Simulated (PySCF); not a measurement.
Constitutional and geometric isomers with formula C5H5F. Isolated molecules, 0 K electronic values unless said otherwise. One relaxed conformer stands for each flexible species; it need not be the lowest. Strings in code marks are SMILES.

The four lowest singlet excitations (Tamm–Dancoff). Computed with TPSSh-D3(BJ)/def2-TZVP // B3LYP-D3(BJ)/def2-TZVP (PySCF 2.14.0). Excitations are Tamm–Dancoff values on a coarser integration grid. The basis has no diffuse functions, so Rydberg states are missing or too high.

```tsv
state	energy (eV)	wavelength (nm)	oscillator strength
S1	3.11	398	0.002
S2	5.49	226	0.004
S3	6.18	201	0.001
S4	6.25	198	0.028
```

Name which member gives these states.
A. `CC1=CC(F)=C1`
B. `FC1C=CC=C1`
C. `FC1=CC=CC1`
D. `C=C=C=CCF`

A, `CC1=CC(F)=C1`
